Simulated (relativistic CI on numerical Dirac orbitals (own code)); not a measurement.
Radial parameters of Cr⁵⁺

These numbers are calculated, not measured: Dirac-Coulomb-Breit CI, KLI orbitals optimised for each configuration, QED by a radiative potential, valence Slater integrals scaled by 0.85, P86 correlation energy added to each configuration (own radial code, finite nucleus).

Slater integrals F^k, G^k are unscaled and averaged over j, outside the closed core [Ne]; ζ comes from projecting the Hamiltonian with its Breit term on Σ l·s of the shell.

- 3s²3p⁶3d: ζ(3d) = 359.43 cm⁻¹; <r>(3d) = 0.9537, <r^2>(3d) = 1.094 (bohr units).
- 3s²3p⁵3d²: ζ(3p) = 5989.6, F^2(3d,3d) = 102090, F^4(3d,3d) = 64615, F^2(3p,3d) = 104950, G^1(3p,3d) = 128490, G^3(3p,3d) = 79681, ζ(3d) = 348.07 cm⁻¹; <r>(3p) = 0.8958, <r^2>(3p) = 0.932, <r>(3d) = 0.9526, <r^2>(3d) = 1.092 (bohr units).
- 3s²3p⁶4p: ζ(4p) = 1184.6 cm⁻¹; <r>(4p) = 2.215, <r^2>(4p) = 5.522 (bohr units).

Q: Give the Racah parameters of the d shell in 3s²3p⁵3d².

A: B = F²/49 − 5F⁴/441 = 1351 cm⁻¹ and C = 35F⁴/441 = 5128 cm⁻¹.

In this model ζ of a weakly bound d, f or g electron outside closed shells comes out too small, for d by up to a factor of two or three and at times with the wrong sign; that of an outer p electron is too small as well.

Averages of the first 10 configurations, taken without configuration mixing, which lowers the lowest level and can move excited configurations by several eV; other configurations of the list can lie among them:

```tsv
Configuration	Parity	States	Average energy above the lowest level (eV)
3s²3p⁶3d	even	10	0.1
3s²3p⁵3d²	odd	270	47.2
3s²3p⁶4s	even	2	29.1
3s²3p⁶4p	odd	6	37.8
3s3p⁶3d²	even	90	83.4
3s²3p⁶4d	even	10	50.7
3s²3p⁶5s	even	2	57.6
3s²3p⁶4f	odd	14	59.8
3s²3p⁶5p	odd	6	61.2
3s²3p⁶5d	even	10	66.8
```
